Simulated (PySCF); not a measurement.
Dipole moment and polarisability across levels of theory

Species: BrGeH₅OSi.
InChI=1S/BrGeH5OSi/c1-4-3-2/h4H2,2H3

PySCF, dipoles from the SCF density, polarisabilities from static response with core orbitals frozen. Geometry: PBE0-D3(BJ)/def2-SVP, one conformer, isolated molecule. The LDA/def2-SVPD calculation is non-relativistic and has no spin–orbit coupling, an omission that weighs most on bromine and germanium.

Question: Compare the levels for these properties.

Answer: 

| level | μ (D) | α (au) | anisotropy (au) |
| --- | --- | --- | --- |
| LDA/def2-SVPD | 1.540 | 85.71 | 19.07 |
| PBE/def2-SVPD | 1.522 | 84.29 | 18.88 |
| B3LYP/def2-SVPD | 1.543 | 81.25 | 16.81 |
| PBE0/def2-SVPD | 1.555 | 80.49 | 16.68 |
| BHandHLYP/def2-SVPD | 1.569 | 77.57 | 14.90 |
| CAM-B3LYP/def2-SVPD | 1.571 | 79.82 | 15.84 |
| wB97X-D/def2-SVPD | 1.587 | 79.68 | 15.88 |
| LC-wPBE/def2-SVPD | 1.602 | 78.03 | 15.36 |
| HF/def2-SVPD | 1.604 | 73.69 | 12.77 |
| PBE0/6-31G* | 1.784 | 62.65 | 16.72 |
| PBE0/def2-SVP | 1.530 | 65.84 | 14.45 |
| PBE0/aug-cc-pVDZ | 1.570 | 80.85 | 17.17 |
| PBE0/def2-TZVP | 1.557 | 75.50 | 16.41 |
| PBE0/def2-TZVPD | 1.557 | 81.07 | 16.60 |

The anisotropy is √(½[(α1 − α2)² + (α2 − α3)² + (α3 − α1)²]). The dipole runs from 1.52 D (PBE/def2-SVPD) to 1.78 D (PBE0/6-31G*). No reference polarisability is at hand; against PBE0 in the largest diffuse basis at hand (def2-TZVPD) the other PBE0 rows deviate by 6-31G* -23%, def2-SVP -19%, def2-SVPD -1%, aug-cc-pVDZ 0%, def2-TZVP -7%. In one basis (def2-SVPD) the functionals order the polarisability from HF (lowest) to LDA (highest), a spread of 16%. With PBE0 the polarisability is 68.00 au without diffuse functions (mean of 6-31G*, def2-SVP and def2-TZVP) and 80.80 au with them (mean of def2-SVPD, aug-cc-pVDZ and def2-TZVPD).

Without π bonds the low states are Rydberg-like; a valence basis with one diffuse set may place them up to an eV too high.
